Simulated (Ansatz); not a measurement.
`C#Cc1ccc(C#Cc2ccc(C#Cc3ccc(C#Cc4ccccc4)cc3)cc2)cc1` with charge -1. Charge -1, multiplicity 2. Geometry PBE-D4/def2-SVP, that of the neutral singlet.

Cartesian coordinates in Å:
```
C -3.526 13.285 -1.787
C -3.214 12.110 -1.628
C -2.850 10.742 -1.444
C -1.629 10.241 -1.962
C -1.274 8.905 -1.782
C -2.127 8.017 -1.077
C -1.764 6.650 -0.892
C -1.449 5.469 -0.734
C -1.086 4.103 -0.551
C -0.350 3.695 0.592
C 0.005 2.359 0.772
C -0.362 1.376 -0.184
C 0.000 0.009 0.000
C 0.312 -1.172 0.159
C 0.674 -2.539 0.342
C 1.907 -3.036 -0.154
C 2.261 -4.373 0.025
C 1.397 -5.267 0.708
C 1.759 -6.634 0.892
C 2.073 -7.815 1.051
C 2.435 -9.184 1.234
C 3.150 -9.593 2.388
C 3.502 -10.937 2.562
C 3.152 -11.893 1.595
C 2.445 -11.498 0.447
C 2.087 -10.158 0.263
C 0.164 -4.770 1.205
C -0.190 -3.434 1.025
C -1.098 1.783 -1.326
C -1.453 3.120 -1.506
C -3.349 8.519 -0.559
C -3.704 9.855 -0.739
H -3.801 14.321 -1.927
H -0.961 10.922 -2.509
H -0.324 8.525 -2.186
H -0.061 4.450 1.338
H 0.576 2.052 1.660
H 2.584 -2.351 -0.684
H 3.219 -4.749 -0.363
H 3.421 -8.841 3.143
H 4.056 -11.241 3.463
H 3.431 -12.949 1.736
H 2.167 -12.244 -0.313
H 1.533 -9.844 -0.633
H -0.512 -5.456 1.736
H -1.148 -3.057 1.414
H -1.387 1.029 -2.072
H -2.024 3.427 -2.395
H -4.016 7.838 -0.011
H -4.653 10.235 -0.334
```

Single mean-field runs in def2-TZVP are fitted with def2-universal-jkfit. At PBE-D4/def2-TZVP, r2SCANh-D4/def2-TZVP, PBE0-D4/def2-TZVP the highest occupied level of the charge -1 doublet lies above zero (up to 0.13 eV). By energy differences its removal costs 0.99 eV (vertical, to the charge 0 singlet, at r2SCANh-D4/def2-TZVP); self-interaction error and the lack of diffuse functions both raise the level. At PBE-D4/def2-TZVP the gap within one spin of the charge -1 doublet nearly closes, so an electron or hole may be smeared out by delocalisation error.

**Question.** Estimate the α-spin orbital energies around the gap (eV) in Ansatz with PBE-D4/def2-TZVP, r2SCANh-D4/def2-TZVP, PBE0-D4/def2-TZVP.

**Answer.** 
| orbital | PBE-D4/def2-TZVP | r2SCANh-D4/def2-TZVP | PBE0-D4/def2-TZVP |
| --- | --- | --- | --- |
| HOMO−5 | -4.06 | -4.56 | -4.99 |
| HOMO−4 | -3.57 | -4.18 | -4.63 |
| HOMO−3 | -3.05 | -3.55 | -3.96 |
| HOMO−2 | -3.00 | -3.50 | -3.90 |
| HOMO−1 | -2.97 | -3.44 | -3.83 |
| HOMO | 0.11 | 0.13 | 0.10 |
| LUMO | 0.14 | 0.30 | 0.46 |
| LUMO+1 | 0.17 | 0.43 | 0.79 |
| LUMO+2 | 0.18 | 0.54 | 0.91 |
| LUMO+3 | 0.58 | 0.88 | 1.25 |
| LUMO+4 | 0.95 | 1.40 | 1.85 |
| LUMO+5 | 1.04 | 1.71 | 2.12 |
| β HOMO | -2.88 | -3.20 | -3.61 |
| β LUMO | 0.21 | 0.44 | 0.79 |
